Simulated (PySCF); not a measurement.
Isomers of CH6B2O. All species are isolated molecules in the gas phase. One relaxed conformer stands for each flexible species; it need not be the lowest. Strings in code marks are SMILES.

Quantity: electronic energy of isomers of CH6B2O relative to `BOBC`, in kcal/mol.

A: `BCBO`
B: `BBCO`
C: `BB(C)O`

Q: Put the candidates in order of electronic energy of isomers of CH6B2O relative to `BOBC`, lowest first, for M06-2X/def2-TZVP // B3LYP-D3(BJ)/def2-TZVP (PySCF).

A: A (25.6 kcal/mol), C (36.3 kcal/mol), B (90.6 kcal/mol)
